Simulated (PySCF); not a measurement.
C₄H₆SSi.
Numbering: `[SiH3:1][c:2]1[cH:3][cH:4][cH:5][s:6]1` (hydrogens: H7, H8, H9 on Si1; H10 on C3; H11 on C4; H12 on C5)

The same species was optimised twice, with GFN2-xTB and with PBE0-D3(BJ)/def2-SVP (PySCF), and the same property calculations (PySCF, gas phase) were run on both structures.

```json
{"coordinate": "C2–C3 (Å)", "GFN2-xTB": "1.364", "PBE0-D3(BJ)/def2-SVP": "1.381", "change": "+0.017"}
{"coordinate": "C4–C5 (Å)", "GFN2-xTB": "1.357", "PBE0-D3(BJ)/def2-SVP": "1.371", "change": "+0.014"}
{"coordinate": "C3–C4 (Å)", "GFN2-xTB": "1.411", "PBE0-D3(BJ)/def2-SVP": "1.421", "change": "+0.010"}
{"coordinate": "C2–S6 (Å)", "GFN2-xTB": "1.737", "PBE0-D3(BJ)/def2-SVP": "1.727", "change": "-0.010"}
{"coordinate": "Si1–C2 (Å)", "GFN2-xTB": "1.874", "PBE0-D3(BJ)/def2-SVP": "1.866", "change": "-0.008"}
{"coordinate": "C5–S6 (Å)", "GFN2-xTB": "1.717", "PBE0-D3(BJ)/def2-SVP": "1.713", "change": "-0.004"}
{"coordinate": "Si1–C2–S6 (°)", "GFN2-xTB": "120.7", "PBE0-D3(BJ)/def2-SVP": "122.9", "change": "+2.2"}
{"coordinate": "Si1–C2–C3 (°)", "GFN2-xTB": "129.3", "PBE0-D3(BJ)/def2-SVP": "127.2", "change": "-2.1"}
{"coordinate": "C2–S6–C5 (°)", "GFN2-xTB": "91.8", "PBE0-D3(BJ)/def2-SVP": "92.9", "change": "+1.1"}
{"coordinate": "C4–C5–S6 (°)", "GFN2-xTB": "111.9", "PBE0-D3(BJ)/def2-SVP": "111.5", "change": "-0.4"}
{"coordinate": "C2–C3–C4 (°)", "GFN2-xTB": "114.0", "PBE0-D3(BJ)/def2-SVP": "113.6", "change": "-0.4"}
{"coordinate": "C3–C2–S6 (°)", "GFN2-xTB": "110.0", "PBE0-D3(BJ)/def2-SVP": "109.9", "change": "-0.1"}
{"coordinate": "C3–C4–C5 (°)", "GFN2-xTB": "112.3", "PBE0-D3(BJ)/def2-SVP": "112.2", "change": "-0.1"}
```

Rotational constants: A = 5156, B = 1761, C = 1333 MHz (GFN2-xTB) against A = 5139, B = 1747, C = 1324 MHz (PBE0-D3(BJ)/def2-SVP).

On the GFN2-xTB structure: lowest singlet, TDDFT (eV) 5.54 [PBE0/def2-SVPD]; lowest triplet, Tamm–Dancoff (eV) 3.69 [PBE0/def2-SVPD]; isotropic polarisability (au) 89.6 [PBE0/def2-SVPD]; HOMO (eV) -7.02 [PBE0/def2-SVPD]; LUMO (eV) -0.81 [PBE0/def2-SVPD]; dipole (D) 0.86 [PBE0/def2-SVPD]; HOMO (eV) -7.01 [PBE0/pcSseg-1]; LUMO (eV) -0.77 [PBE0/pcSseg-1]; dipole (D) 0.78 [PBE0/pcSseg-1]; GIAO shielding of Si1 (ppm) 427.8 [PBE0/pcSseg-1]; GIAO shielding of C2 (ppm) 49.3 [PBE0/pcSseg-1]; GIAO shielding of C3 (ppm) 44.9 [PBE0/pcSseg-1]; GIAO shielding of C4 (ppm) 55.5 [PBE0/pcSseg-1]; GIAO shielding of C5 (ppm) 43.7 [PBE0/pcSseg-1]; GIAO shielding of S6 (ppm) 238.2 [PBE0/pcSseg-1].

What do these properties become on the PBE0-D3(BJ)/def2-SVP structure?

| property | level | on GFN2-xTB | on PBE0-D3(BJ)/def2-SVP | change |
| --- | --- | --- | --- | --- |
| lowest singlet, TDDFT (eV) | PBE0/def2-SVPD | 5.54 | 5.49 | -0.05 |
| lowest triplet, Tamm–Dancoff (eV) | PBE0/def2-SVPD | 3.69 | 3.63 | -0.06 |
| isotropic polarisability (au) | PBE0/def2-SVPD | 89.6 | 91.4 | +1.8 |
| HOMO (eV) | PBE0/def2-SVPD | -7.02 | -7.05 | -0.03 |
| LUMO (eV) | PBE0/def2-SVPD | -0.81 | -0.91 | -0.10 |
| dipole (D) | PBE0/def2-SVPD | 0.86 | 1.04 | +0.18 |
| energy, GFN2-xTB geometry as zero (kcal/mol) | PBE0/def2-SVPD | 0.0 | -1.4 | -1.4 |
| HOMO (eV) | PBE0/pcSseg-1 | -7.01 | -7.05 | -0.04 |
| LUMO (eV) | PBE0/pcSseg-1 | -0.77 | -0.87 | -0.10 |
| dipole (D) | PBE0/pcSseg-1 | 0.78 | 0.98 | +0.20 |
| energy, GFN2-xTB geometry as zero (kcal/mol) | PBE0/pcSseg-1 | 0.0 | -0.9 | -0.9 |
| GIAO shielding of Si1 (ppm) | PBE0/pcSseg-1 | 427.8 | 426.0 | -1.8 |
| GIAO shielding of C2 (ppm) | PBE0/pcSseg-1 | 49.3 | 50.7 | +1.4 |
| GIAO shielding of C3 (ppm) | PBE0/pcSseg-1 | 44.9 | 40.4 | -4.5 |
| GIAO shielding of C4 (ppm) | PBE0/pcSseg-1 | 55.5 | 51.9 | -3.6 |
| GIAO shielding of C5 (ppm) | PBE0/pcSseg-1 | 43.7 | 42.2 | -1.5 |
| GIAO shielding of S6 (ppm) | PBE0/pcSseg-1 | 238.2 | 239.0 | +0.8 |

The heavy atoms differ by 0.017 Å rms after alignment. Among bonds between heavy atoms C2–C3 changes most (+0.017 Å). Changes are differences of the printed values. Neither structure is proved a minimum here.
